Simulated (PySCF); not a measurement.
This PySCF input asks for the NMR shieldings of SMILES CCCB(P)CC(C)C, C₇H₁₈BP; the geometry comes from GFN2-xTB.

```python
import basis_set_exchange as bse
import numpy as np
from pyscf import gto, dft
from pyscf.prop import nmr

atoms = """
C     3.408343   -0.292383   -1.189907
C     3.106571   -0.164387    0.297464
C     1.754460    0.515571    0.538568
B     0.448517   -0.233448    0.038312
P     0.438854   -2.097518   -0.272929
C    -0.793690    0.664648   -0.363516
C    -2.200090    0.102698   -0.112400
C    -2.440268   -0.048802    1.387669
C    -3.265519    1.007106   -0.727623
H     2.654222   -0.912591   -1.673055
H     3.403692    0.686232   -1.665770
H     4.383164   -0.748348   -1.348464
H     3.106528   -1.159164    0.751632
H     3.899249    0.415699    0.778017
H     1.631814    0.657438    1.619976
H     1.799660    1.527280    0.123247
H     1.197250   -2.511515    0.806111
H    -0.763063   -2.443247    0.306178
H    -0.734077    1.655992    0.095736
H    -0.690252    0.835199   -1.442748
H    -2.272699   -0.884662   -0.585171
H    -1.695672   -0.708518    1.830424
H    -2.369505    0.919531    1.879569
H    -3.428427   -0.460699    1.582162
H    -4.260414    0.604219   -0.549443
H    -3.216087    2.002355   -0.289524
H    -3.122456    1.097739   -1.802351
"""
names = dict.fromkeys(["C", "B", "P", "H"], "pcSseg-1")
basis = {el: gto.basis.parse(bse.get_basis(n, elements=[el], fmt="nwchem")) for el, n in names.items()}
mol = gto.M(atom=atoms, basis=basis, charge=0, verbose=0)
mf = dft.RKS(mol, xc="PBE0")
mf.grids.level = 2
mf.grids.alignment = dft.numint.BLKSIZE   # the property module wants whole blocks of grid points
mf.conv_tol = 1e-9
mf.kernel()

calc = nmr.RKS(mf)   # GIAO
C = mf.mo_coeff
Co = C[:, mf.mo_occ > 0]
resp = mf.gen_response(singlet=True, hermi=2)
def vind(x):   # induced exchange potential for any number of trial vectors
    d = np.einsum("pi,xij,qj->xpq", C, 2 * x.reshape(-1, C.shape[1], Co.shape[1]), Co, optimize=True)
    return np.einsum("xpq,pi,qj->xij", resp(d - d.transpose(0, 2, 1)), C, Co, optimize=True).ravel()
mo1, _ = nmr.rhf.solve_mo1(calc, with_cphf=vind)
sigma = calc.kernel(mo1)
for i, s in enumerate(sigma):   # ppm
    print("%2d %-2s %9.2f" % (i, mol.atom_pure_symbol(i), np.trace(s) / 3))
```

Task: What are the results?

Result: 
```
 0 C     168.02
 1 C     163.61
 2 C     145.55
 3 B       0.17
 4 P     544.83
 5 C     137.97
 6 C     154.85
 7 C     160.36
 8 C     158.79
 9 H      30.55
10 H      31.17
11 H      30.61
12 H      29.84
13 H      30.01
14 H      30.23
15 H      29.95
16 H      29.18
17 H      29.27
18 H      30.20
19 H      30.44
20 H      29.68
21 H      30.72
22 H      31.26
23 H      30.72
24 H      30.53
25 H      30.94
26 H      30.50
```

These numbers come from an equivalent density-fitted implementation of the same equations, which agrees with the script to about 0.01 ppm for H and up to a few tenths of a ppm for heavy atoms, so last digits may differ.

Size and cost of the density-fitted run: 250 basis functions, 71 s wall time on 1 thread of an Arm Neoverse V1, shared host; peak memory 1.2 GiB.
